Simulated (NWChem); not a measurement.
**Total energies of H₃P₂**

```
P
H 1 1.4263
H 1 1.4296 2 95.25
P 1 2.1911 2 96.73 3 100.20
H 4 1.4335 1 91.80 2 -158.60
```
Charge 0, spin multiplicity 2.

Program: NWChem. Structure: optimised with UPBE0/def2-SVP, a minimum by its harmonic frequencies. It is one conformer; others weren't searched.

Basis set: cc-pVTZ (110 functions).

```
method                         total energy (Ha)  relative cost
-----------------------------  -----------------  -------------
UHF                                   -683.22869              1
UMP2                                  -683.51614        under 3
UB2PLYP                               -684.24395        under 3
UPBE                                  -684.17489        under 3
UB3LYP                                -684.53858        under 3
ULC-wPBE (omega 0.3 per bohr)         -684.22287              6
```

Total energies of different functionals aren't comparable as a measure of quality: only differences taken within one method are. Relative cost: rough, from shared machines, SCF included, UHF = 1.

The correlated methods keep 10 core orbitals frozen. B3LYP has NWChem's definition, with VWN1-RPA local correlation. GW and range-separated runs recompute their integrals, the others keep them in memory, which bears on the times. The structure started from a generated list of species. The stability of the SCF solutions was not checked. Open-shell Hartree-Fock references start from PBE0 orbitals; any time given for them includes that run.
